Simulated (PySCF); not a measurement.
# Field gradients at the hydrogen positions

C6H14OSSi.
Atom-mapped SMILES: `[CH3:1][CH2:2][S:3][C@@H:4]1[CH2:5][CH2:6][Si@@H:7]([OH:8])[CH2:9]1` (hydrogens: H10, H11, H12 on C1; H13, H14 on C2; H15 on C4; H16, H17 on C5; H18, H19 on C6; H20 on Si7; H21 on O8; H22, H23 on C9)

Geometry (GFN2-xTB, Å), atoms numbered from 1 in this order:
```
atom  x, y, z in Å
C1     3.142   -0.562    0.182
C2     2.608    0.771    0.672
S3     0.870    0.698    1.228
C4    -0.019    0.517   -0.375
C5    -1.276    1.380   -0.336
C6    -2.268    0.748    0.646
Si7   -2.004   -1.135    0.484
O8    -3.216   -1.975   -0.214
C9    -0.444   -0.930   -0.597
H10    3.016   -1.322    0.950
H11    4.202   -0.474   -0.050
H12    2.619   -0.885   -0.716
H13    3.157    1.106    1.552
H14    2.677    1.540   -0.099
H15    0.680    0.873   -1.137
H16   -1.707    1.401   -1.342
H17   -1.030    2.406   -0.054
H18   -2.018    1.074    1.654
H19   -3.282    1.090    0.444
H20   -1.820   -1.877    1.719
H21   -3.590   -1.725   -1.054
H22   -0.663   -1.077   -1.658
H23    0.362   -1.614   -0.343
```

Level: PBE0/pcSseg-1 (PySCF, non-relativistic); Q(2H) = 0.00286 b; rigid geometry, the same for H and D, with no vibrational averaging.

Question: Rank these positions by the coupling χzz of a deuteron there, largest first.
A. H16 (methylene hydrogen)
B. H20 (Si–H hydrogen)
C. H12 (methyl hydrogen)
D. H21 (hydroxyl hydrogen)
E. H19 (methylene hydrogen)

Answer: D (345 kHz), E (215 kHz), C (210 kHz), A (203 kHz), B (114 kHz).

Question: Tabulate Vzz, the asymmetry η and χzz = 234.96 MHz × Q × Vzz for every hydrogen position.

Answer: 
```tsv
atom	bonded to	bond length (Å)	Vzz (au)	η	χzz (kHz)
H10	C1	1.088	0.3125	0.02	210
H11	C1	1.089	0.3136	0.02	211
H12	C1	1.088	0.3131	0.03	210
H13	C2	1.090	0.3061	0.04	206
H14	C2	1.091	0.3044	0.02	205
H15	C4	1.093	0.3010	0.04	202
H16	C5	1.094	0.3019	0.01	203
H17	C5	1.092	0.3044	0.01	205
H18	C6	1.089	0.3159	0.03	212
H19	C6	1.089	0.3202	0.04	215
H20	Si7	1.453	0.1691	0.01	114
H21	O8	0.954	0.5130	0.05	345
H22	C9	1.093	0.3126	0.04	210
H23	C9	1.087	0.3198	0.04	215
```

Question: Average by the element that carries the hydrogen.

Answer: on C: 209 kHz over 12 positions, mean bond length 1.090 Å; on Si: 114 kHz over 1 position, mean bond length 1.453 Å; on O: 345 kHz over 1 position, mean bond length 0.954 Å.

Geometry: GFN2-xTB, one conformer, isolated molecule. GFN2-xTB bond lengths can be off by several hundredths of an ångström, more for odd bonds, and the gradients follow them. A larger basis could move these couplings by a tenth or more.
